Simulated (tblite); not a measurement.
Species: C₄H₄ClFSi.
Atom-mapped SMILES: `[CH:1]#[C:2][Si@@H:3]1[C@H:4]([Cl:5])[C@@H:6]1[F:7]` (hydrogens: H8 on C1; H9 on Si3; H10 on C4; H11 on C6)

The geometry is computed with GFN2-xTB (gas phase).

Question: Give the optimised bond lengths and angles.

Answer: 
```tsv
bond	length (Å)
C1≡C2	1.204
C2–Si3	1.829
Si3–C4	1.907
C4–Cl5	1.765
C4–C6	1.535
C6–F7	1.365
Si3–C6	1.906
C1–H8	1.052
Si3–H9	1.449
C4–H10	1.084
C6–H11	1.088
```

A selection of angles:
```tsv
angle	degrees
C2–C1–H8	179.8
C1–C2–Si3	178.8
C2–Si3–C4	115.4
C2–Si3–C6	115.5
C2–Si3–H9	121.0
C4–Si3–C6	47.5
C4–Si3–H9	118.0
C6–Si3–H9	118.1
Si3–C4–Cl5	121.6
Si3–C4–C6	66.2
Si3–C4–H10	121.9
Cl5–C4–C6	116.8
Cl5–C4–H10	109.3
C6–C4–H10	114.5
C4–C6–F7	116.7
C4–C6–H11	115.7
F7–C6–H11	108.2
Si3–C6–C4	66.3
Si3–C6–F7	120.2
Si3–C6–H11	123.9
```

Dihedral angles: C2–Si3–C4–Cl5 6° (synperiplanar); Si3–C4–C6–F7 113° (anticlinal); C2–Si3–C6–C4 102° (anticlinal).

The 3-membered ring Si3–C4–C6 has internal angles of 47.5° to 66.3°. The 2 C–C bonds span 1.204 Å (C1≡C2, drawn triple) to 1.535 Å (C4–C6, drawn single), a spread of 0.331 Å. The 3 C–Si bonds span 1.829 Å (C2–Si3, drawn single) to 1.907 Å (Si3–C4, drawn single), a spread of 0.078 Å. Si3 (SiH silicon) has angles from 47.5° to 121.0°.

Point group: C1 (no symmetry element, even within 0.4 Å). Its GFN2-xTB frequencies are all real (lowest 53 cm⁻¹).

On an Arm Neoverse N1 with one thread (shared host), this took 0.55 s wall. That covers the optimisation of the geometry.
